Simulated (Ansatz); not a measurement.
Start from `CB(N)[SiH3]` and change one atom or group to get `CNB(C)[SiH3]`.

Ansatz, PBE0-D4/def2-TZVP geometries, multiplicity 1. Each molecule was computed in one conformer, which needn't be the lowest.

```tsv
property	`CB(N)[SiH3]`
LUMO energy (B3LYP/def2-TZVPP) / eV	-0.33
HOMO energy (B3LYP/def2-TZVPP) / eV	-7.48
HOMO energy (PBE0/def2-TZVPP) / eV	-7.66
zero-point energy (PBE0-D4/def2-TZVP) / kJ/mol	243.9
LUMO energy (PBE0/def2-TZVPP) / eV	-0.15
size of the dipole moment (B3LYP/def2-TZVPP) / D	2.32
```

(1) What does the change do to each property? (An estimate is asked.)

Answers

(1) The calculation gave: 
| property | `CNB(C)[SiH3]` | shift |
| --- | --- | --- |
| LUMO energy (B3LYP/def2-TZVPP) / eV | -0.26 | 0.07 |
| HOMO energy (B3LYP/def2-TZVPP) / eV | -7.35 | 0.13 |
| HOMO energy (PBE0/def2-TZVPP) / eV | -7.54 | 0.12 |
| zero-point energy (PBE0-D4/def2-TZVP) / kJ/mol | 318.0 | 74.1 |
| LUMO energy (PBE0/def2-TZVPP) / eV | -0.08 | 0.07 |
| size of the dipole moment (B3LYP/def2-TZVPP) / D | 2.56 | 0.24 |

With PBE0 the HOMO rises by 0.12 eV and the LUMO rises by 0.07 eV, so the gap narrows by about 0.05 eV. PBE moves the HOMO by 0.12 eV and ωB97M-V by 0.12 eV. The zero-point energy changes by 74.1 kJ/mol with +9 modes. Dipoles are sizes alone; their direction can turn.

B3LYP here is the variant with VWN-RPA as its local correlation; programs differ in this.
